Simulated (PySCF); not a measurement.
C₃H₈F₂OSi, singlet, at a GFN2-xTB geometry, with bond 5-3 at 1.8 times its length; CASSCF(2,4)+NEVPT2/STO-3G (PySCF).

Here is a job for PySCF.
```python
from pyscf import gto, scf, mcscf, mrpt
import numpy

mol = gto.M(
    atom='''
C    -2.48420160    0.04554853    1.26585388
C    -0.99936045    0.36083749    1.44424941
Si    0.00255356   -0.03422413   -0.09460033
F    -0.54044405    0.71105032   -1.40994056
F    -0.28755455   -2.77577535   -0.96651277
O     1.53330854    0.32923904    0.19420604
C     2.67410977    0.22078613   -0.62606318
H    -2.90255484    0.62360708    0.44599270
H    -3.03704466    0.28445976    2.17208343
H    -2.62778972   -1.00872042    1.04394644
H    -0.61519352   -0.20440851    2.29364722
H    -0.88771514    1.41459077    1.70057586
H     3.52609767    0.57609216   -0.04762505
H     2.55645073    0.83028549   -1.52262597
H     2.83379989   -0.81739328   -0.91904875
''',
    basis='sto-3g',
    verbose=3,
)

mf = scf.RHF(mol)
mf.kernel()
mc = mcscf.CASSCF(mf, 4, 2)
mc.fix_spin_(ss=0.0)
mc.kernel()
occ = numpy.linalg.eigvalsh(mc.fcisolver.make_rdm1(mc.ci, mc.ncas, mc.nelecas))[::-1]
ss = mc.fcisolver.spin_square(mc.ci, mc.ncas, mc.nelecas)[0]
print('natural occupations', occ.round(4), ' <S^2>', round(ss, 4))
e2 = mrpt.NEVPT(mc).kernel()
print('E(NEVPT2) = %.10f' % (mc.e_tot + e2))
```

Task: Predict the main parts of the log of this PySCF run.

Result: 
```
converged SCF energy = -672.190250208037
CASSCF energy = -672.357414363257
CASCI E = -672.357414363257  E(CI) = -1.07859423832474  S^2 = 0.0000000
natural occupations [1.3182 0.6818 0.     0.    ]  <S^2> 0.0

WARN: Active orbitals [3] (occs = [8.19104202e-07]) are canonicalized with external orbitals

Sr    (-1)',   E = -0.00000012424444
Si    (+1)',   E = -0.00247865908537
Sijrs (0)  ,   E = -0.15998566962376
Sijr  (+1) ,   E = -0.04275598082268
Srsi  (-1) ,   E = -0.00190515797067
Srs   (-2) ,   E = -0.00000299008207
Sij   (+2) ,   E = -0.02125763398611
Sir   (0)' ,   E = -0.00343144250836
Nevpt2 Energy = -0.231817658323476
E(NEVPT2) = -672.5892320216
```
